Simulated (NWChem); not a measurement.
System: C4H3F; SMILES C(=C/C#C)/F

```xyz
8

C      0.5414     2.2075     0.0000
C     -0.1240     1.1773     0.0000
C     -0.9249     0.0070     0.0000
C     -0.4477    -1.2587     0.0000
F      0.8561    -1.5410     0.0000
H      1.1364     3.1097     0.0000
H     -2.0224     0.1175     0.0000
H     -1.0876    -2.1564     0.0000
```
Atoms are numbered in this order, from 1.

All runs: NWChem. All runs use the structure optimised with PBE-D3(BJ)/def2-SVP. B3LYP is NWChem's, with the RPA form of VWN correlation.

Order these by “dipole (D)”, lowest first: PW91/def2-SVP; MPW1K/def2-SVP; PW6B95/def2-SVP.

PW91/def2-SVP (1.17), PW6B95/def2-SVP (1.32), MPW1K/def2-SVP (1.42)
